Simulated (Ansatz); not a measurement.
This singlet lies 0.94 eV below the relaxed triplet at the level frozen-core CCSD(T)/aug-cc-pVDZ // PBE0-D3(BJ)/def2-TZVPD (Ansatz, a first-principles code).

A geometry relaxed with PBE0-D3(BJ)/def2-TZVPD in Ansatz, charge -1, multiplicity 1:

```xyz
6

O     -0.9709     0.9193    -0.1444
O      1.8105     0.2793     0.6510
H     -1.9832    -0.7488     0.2447
H      1.2328     0.9653     0.2911
C     -0.9609    -0.2320     0.2676
Al     0.8717    -1.1832     0.9752
```

Task: Write the SMILES of this molecule.

Result: `O=[CH][Al-][OH]`
